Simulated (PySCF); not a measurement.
C2H5O2, SMILES C([O])CO, multiplicity 2. Geometry optimised at PBE-D3(BJ)/def2-SVP. The isomer is the one that the SMILES or the coordinates give; other isomers of the formula were not compared. The values are those of a single conformer.

Computed equilibrium geometry at PBE-D3(BJ)/def2-SVP (PySCF confirms it by a frequency run) as Cartesian coordinates in Å (one conformer of several):
```xyz
9

O      1.4364    -0.0115     0.7413
C      0.8502    -0.3335    -0.3992
C     -0.7425    -0.4263    -0.1826
O     -1.3594     0.7832     0.0921
H      0.9631     0.4178    -1.2378
H      1.0976    -1.3605    -0.7997
H     -0.9146    -1.1007     0.6789
H     -1.1101    -0.9176    -1.1159
H     -1.2978     1.3468    -0.7021
```
Charge 0, spin multiplicity 2.
